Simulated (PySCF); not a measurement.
2-phenylbenzoxazole, C13H9NO, SMILES c1c2nc(-c3ccccc3)oc2ccc1, GFN2-xTB optimised geometry.

```
24

C     -2.01     4.00     0.00
C     -0.62     4.00     0.00
C      0.07     2.81     0.00
C     -0.63     1.60     0.00
C      0.11     0.35     0.00
N      1.40     0.24     0.00
C      1.65    -1.11     0.00
C      2.83    -1.83     0.00
C      2.73    -3.21     0.00
C      1.49    -3.86     0.00
C      0.30    -3.15     0.00
C      0.40    -1.78     0.00
O     -0.57    -0.83     0.00
C     -2.02     1.60     0.00
C     -2.71     2.80     0.00
H     -2.55     4.94     0.00
H     -0.08     4.94     0.00
H      1.15     2.78     0.00
H      3.79    -1.33     0.00
H      3.63    -3.81     0.00
H      1.47    -4.94     0.00
H     -0.66    -3.65     0.00
H     -2.55     0.66     0.00
H     -3.79     2.80     0.00
```

Density from PySCF with PBE0/def2-SVP at that geometry.

Minimum of the electron density along straight lines between bonded atoms, close to the bond critical point (lines longer than 1.1 times the sum of covalent radii, or with two minima, are not listed):

```
bond     length / Å  ρ at the minimum / e bohr⁻³  ∇²ρ there / e bohr⁻⁵  position (fraction from the first atom)
-------  ----------  ---------------------------  --------------------  ---------------------------------------
C1–C2         1.387                        0.311                 -0.80                                     0.50
C2–C3         1.381                        0.314                 -0.81                                     0.50
C3–C4         1.395                        0.306                 -0.77                                     0.49
C4–C5         1.447                        0.284                 -0.73                                     0.48
C5–N6         1.296                   (withheld)                 -1.14                                     0.35
N6–C7         1.371                        0.321                 -1.03                                     0.63
C7–C8         1.389                        0.309                 -0.80                                     0.51
C8–C9         1.380                        0.313                 -0.80                                     0.50
C9–C10        1.396                        0.305                 -0.77                                     0.50
C10–C11       1.383                        0.311                 -0.79                                     0.50
C7–C12        1.411                        0.308                 -0.78                                     0.49
C11–C12       1.382                        0.311                 -0.80                                     0.48
C5–O13        1.364                        0.285                 -0.24                                     0.33
C12–O13       1.355                        0.284            (withheld)                                     0.33
C4–C14        1.394                        0.306                 -0.77                                     0.51
C1–C15        1.386                        0.312                 -0.80                                     0.50
C14–C15       1.382                        0.314                 -0.81                                     0.50
C1–H16        1.080                        0.284                 -1.08                                     0.63
C2–H17        1.080                        0.284                 -1.09                                     0.63
C3–H18        1.078                        0.287                 -1.13                                     0.64
C8–H19        1.078                        0.285                 -1.10                                     0.64
C9–H20        1.080                        0.284                 -1.08                                     0.63
C10–H21       1.080                        0.284                 -1.08                                     0.63
C11–H22       1.078                        0.283                 -1.09                                     0.63
C14–H23       1.079                        0.285                 -1.10                                     0.64
C15–H24       1.080                        0.284                 -1.08                                     0.63
```

What belongs in the gaps?


- C5–N6, ρ at the minimum / e bohr⁻³: 0.380
- C12–O13, ∇²ρ there / e bohr⁻⁵: -0.07
